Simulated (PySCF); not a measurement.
Screening by computed properties: pick the candidate that meets the target.

Species are written as SMILES; each is one conformer at its optimised geometry, gas phase, non-relativistic unless stated. Electronic properties by PySCF.

Dipoles, sizes and rotational constants follow the conformer. The torsions of the flexible species, by atom-mapped SMILES:
- `[F:1][SiH2:2][CH:3]([SiH3:4])[SiH2:5][F:6]`: F1–Si2–C3–Si4 -60°, Si2–C3–Si5–F6 57°
- `[O:1]=[CH:2][c:3]1[cH:4][cH:5][cH:6][cH:7][n:8]1`: O1–C2–C3–C4 0°
- `[F:1][SiH2:2][CH2:3][SiH2:4][SiH2:5][F:6]`: F1–Si2–C3–Si4 -53°, Si2–C3–Si4–Si5 68°, C3–Si4–Si5–F6 57°
- `[CH:1]#[C:2][CH2:3][C:4](=[O:5])[CH2:6][C:7]#[N:8]`: C2–C3–C4–O5 -141°, C3–C4–C6–C7 50°
- `[CH3:1][S:2][CH2:3][P@@H+:4]1[CH2:5][C@@H:6]1[CH3:7]`: C1–S2–C3–P4 -80°, S2–C3–P4–C5 -6°
- `[F:1][SiH2:2][CH2:3][CH2:4][S:5][SiH3:6]`: F1–Si2–C3–C4 54°, Si2–C3–C4–S5 -177°, C3–C4–S5–Si6 -72°

(1) Wanted: lowest singlet excitation between 3 eV and 4 eV (TDDFT PBE0/def2-SVPD) and HOMO–LUMO gap below 6.6 eV (PBE0/def2-SVPD), at GFN2-xTB geometries. Which candidate meets both?
A. `F[SiH2]CCS[SiH3]`
B. `F[SiH2]C[SiH2][SiH2]F`
C. `CSC[P@@H+]1C[C@@H]1C`
D. `O=Cc1ccccn1`
E. `F[SiH2]C([SiH3])[SiH2]F`
F. `c1c(c(C#C)coc1)=S`
G. `C#CCC(=O)CC#N`

(2) Wanted: lowest triplet excitation (Tamm–Dancoff) below 3.4 eV (TDA PBE0/def2-SVPD) and static isotropic polarisability above 98 au (PBE0/def2-SVPD), at GFN2-xTB geometries. Which candidate meets both?
A. `F[SiH2]CCS[SiH3]`
B. `c1c(c(C#C)coc1)=S`
C. `CSC[P@@H+]1C[C@@H]1C`
D. `C#CCC(=O)CC#N`
E. `O=Cc1ccccn1`
F. `F[SiH2]C([SiH3])[SiH2]F`
G. `F[SiH2]C[SiH2][SiH2]F`

(3) Wanted: electronic spatial extent ⟨r²⟩ about the centre of nuclear charge above 1330 bohr² (PBE0/def2-SVPD) and HOMO energy above -8.3 eV (PBE0/def2-SVPD), at GFN2-xTB geometries. Which candidate meets both?
A. `F[SiH2]C[SiH2][SiH2]F`
B. `CSC[P@@H+]1C[C@@H]1C`
C. `F[SiH2]CCS[SiH3]`
D. `C#CCC(=O)CC#N`
E. `O=Cc1ccccn1`
F. `c1c(c(C#C)coc1)=S`
G. `F[SiH2]C([SiH3])[SiH2]F`

Results:

(1) D. Computed values:
```
                species  lowest singlet excitation  HOMO–LUMO gap
      c1c(c(C#C)coc1)=S                    2.33 eV        3.82 eV
            O=Cc1ccccn1                    3.50 eV        5.34 eV
          C#CCC(=O)CC#N                    4.39 eV        6.46 eV
   CSC[P@@H+]1C[C@@H]1C                    4.52 eV        5.70 eV
       F[SiH2]CCS[SiH3]                    5.44 eV        6.75 eV
  F[SiH2]C[SiH2][SiH2]F                    6.43 eV        7.74 eV
F[SiH2]C([SiH3])[SiH2]F                    7.01 eV        8.30 eV
```

(2) B. Computed values:
```csv
species,lowest triplet excitation (Tamm–Dancoff),static isotropic polarisability
c1c(c(C#C)coc1)=S,1.95 eV,109.9 au
O=Cc1ccccn1,2.97 eV,77.6 au
C#CCC(=O)CC#N,3.81 eV,71.8 au
CSC[P@@H+]1C[C@@H]1C,4.15 eV,96.3 au
F[SiH2]CCS[SiH3],5.06 eV,99.2 au
F[SiH2]C[SiH2][SiH2]F,5.59 eV,91.9 au
F[SiH2]C([SiH3])[SiH2]F,6.63 eV,88.4 au
```

(3) C. Computed values:
```csv
species,electronic spatial extent ⟨r²⟩ about the centre of nuclear charge,HOMO energy
O=Cc1ccccn1,893 bohr²,-7.60 eV
C#CCC(=O)CC#N,932 bohr²,-8.02 eV
CSC[P@@H+]1C[C@@H]1C,1236 bohr²,-10.92 eV
F[SiH2]C([SiH3])[SiH2]F,1260 bohr²,-8.97 eV
c1c(c(C#C)coc1)=S,1293 bohr²,-6.10 eV
F[SiH2]C[SiH2][SiH2]F,1377 bohr²,-8.54 eV
F[SiH2]CCS[SiH3],1747 bohr²,-6.94 eV
```
